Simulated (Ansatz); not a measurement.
Ideal-gas functions of BrH2InN, SMILES `[NH2][In][Br]` radical at 298.15 K and 1 bar, from an Ansatz frequency run at PBE0-D4/def2-TZVP.

Molar mass 210.74 g/mol, point group C1 (symmetry number 1), electronic degeneracy 2, moments of inertia 46.426, 363.404, 408.997 u Å². Harmonic wavenumbers (cm⁻¹, unscaled): 94, 199, 227, 456, 601, 753, 1532, 3498, 3608.

Use S(trans) = R[1.5 ln M + 2.5 ln T − 1.1517]; rotational temperatures θ = 24.2544 K / I; S(rot) = R[ln(√π/σ · √(T³/θAθBθC)) + 1.5]; for each mode x = 1.438777 ν̃/T, S = R[x/(eˣ − 1) − ln(1 − e⁻ˣ)] and H = RT x/(eˣ − 1); 1 cm⁻¹ = 0.0119627 kJ/mol; R = 8.31446 J/(mol·K).

Task: By hand: the entropy, in J/(mol·K).

Result: Translation 175.6. Rotation: θ = 0.5224, 0.0667, 0.0593 K, giving 114.0. Vibration, mode by mode: 14.96, 8.96, 7.96, 3.25, 1.87, 1.04, 0.04, 0.00, 0.00, in all 38.1. Electronic 5.8. Sum 333.5 J/(mol·K).

Task: By hand: H − E and G − E in kJ/mol, counted from the electronic energy.

Result: Zero-point energy ½ × 10968 × 0.0119627 = 65.6; thermal vibration 6.2; translation, rotation and pV give 4 RT = 9.9. H − E = 81.7 kJ/mol, and G − E = 81.7 − 298.15 × 333.5/1000 = -17.7 kJ/mol.

Vibration gives 11 % of the entropy, 15.0 J/(mol·K) of it from the mode under 150 cm⁻¹: soft modes count most, and the harmonic formula is weakest for them. The sum counts one conformer and one mirror image; others add a mixing term.
